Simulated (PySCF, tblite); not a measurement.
Isomers of C7H13FO. Level: GFN2-xTB in tblite, geometry and Hessian alike; calculated harmonic values, unscaled, isolated species. The method is semi-empirical: single wavenumbers can be off by several per cent or more. One conformer each.

Electronic energies: PBE0/pcSseg-1 single points on the GFN2-xTB geometries (PySCF, gas phase).

| SMILES | electronic energy, lowest = 0 (kcal/mol) |
| --- | --- |
| CCCC(C)(C)C(=O)F | 0.0 |
| C[C@@H](F)C[C@]1(C)CCO1 | 33.9 |
| C/C(=C\F)OC(C)(C)C | 38.5 |
| CC(C)C[C@H](C)C(=O)F | 0.6 |
| CCC[C@H](CC)C(=O)F | 1.1 |
| C[C@@H]1OC(C)(C)C[C@@H]1F | 13.8 |

Question: How do GFN2-xTB zero-point energies change the relative energies?

Answer: 
```json
{"SMILES": "CCCC(C)(C)C(=O)F", "ZPE (kcal/mol)": "117.9", "of it from modes above 1550 cm⁻¹": "58.9", "electronic (kcal/mol)": "0.0", "with ZPE, lowest = 0 (kcal/mol)": "0.0", "lowest mode (cm⁻¹)": "46", "rings": "0"}
{"SMILES": "CC(C)C[C@H](C)C(=O)F", "ZPE (kcal/mol)": "118.1", "of it from modes above 1550 cm⁻¹": "58.7", "electronic (kcal/mol)": "0.6", "with ZPE, lowest = 0 (kcal/mol)": "0.8", "lowest mode (cm⁻¹)": "30", "rings": "0"}
{"SMILES": "CCC[C@H](CC)C(=O)F", "ZPE (kcal/mol)": "118.3", "of it from modes above 1550 cm⁻¹": "58.5", "electronic (kcal/mol)": "1.1", "with ZPE, lowest = 0 (kcal/mol)": "1.5", "lowest mode (cm⁻¹)": "44", "rings": "0"}
{"SMILES": "C[C@@H]1OC(C)(C)C[C@@H]1F", "ZPE (kcal/mol)": "118.4", "of it from modes above 1550 cm⁻¹": "56.2", "electronic (kcal/mol)": "13.8", "with ZPE, lowest = 0 (kcal/mol)": "14.4", "lowest mode (cm⁻¹)": "60", "rings": "1"}
{"SMILES": "C[C@@H](F)C[C@]1(C)CCO1", "ZPE (kcal/mol)": "118.1", "of it from modes above 1550 cm⁻¹": "55.9", "electronic (kcal/mol)": "33.9", "with ZPE, lowest = 0 (kcal/mol)": "34.2", "lowest mode (cm⁻¹)": "46", "rings": "1"}
{"SMILES": "C/C(=C\\F)OC(C)(C)C", "ZPE (kcal/mol)": "116.2", "of it from modes above 1550 cm⁻¹": "59.3", "electronic (kcal/mol)": "38.5", "with ZPE, lowest = 0 (kcal/mol)": "36.8", "lowest mode (cm⁻¹)": "23", "rings": "0"}
```

The zero-point energies span 2.2 kcal/mol, from `C/C(=C\F)OC(C)(C)C` to `C[C@@H]1OC(C)(C)C[C@@H]1F`. The order is unchanged.

Question: And how do the electronic energies of GFN2-xTB itself compare?

Answer: `CCCC(C)(C)C(=O)F` 4.9; `CC(C)C[C@H](C)C(=O)F` 5.3; `CCC[C@H](CC)C(=O)F` 6.1; `C[C@@H]1OC(C)(C)C[C@@H]1F` 0.0; `C[C@@H](F)C[C@]1(C)CCO1` 19.2; `C/C(=C\F)OC(C)(C)C` 23.8 kcal/mol, lowest = 0. Against the energies above, taken from the same isomer `CCCC(C)(C)C(=O)F`, the largest difference is 19.6 kcal/mol.

Question: What do entropy and thermal enthalpy add at 298.15 K and 1 bar (rigid rotor, harmonic oscillator, one conformer each)?

Answer: 
```
                   SMILES  point group  symmetry number  S (cal/(mol K))  H − H(0) (kcal/mol)  ZPE + H − H(0) − TS (kcal/mol)
         CCCC(C)(C)C(=O)F           C1                1            103.6                 7.62                            94.6
     CC(C)C[C@H](C)C(=O)F           C1                1            104.3                 7.53                            94.5
       CCC[C@H](CC)C(=O)F           C1                1            104.8                 7.56                            94.6
C[C@@H]1OC(C)(C)C[C@@H]1F           C1                1             95.4                 6.79                            96.8
  C[C@@H](F)C[C@]1(C)CCO1           C1                1             98.9                 6.98                            95.6
```

Not tabulated: `C/C(=C\F)OC(C)(C)C` (lowest mode only 23 cm⁻¹).
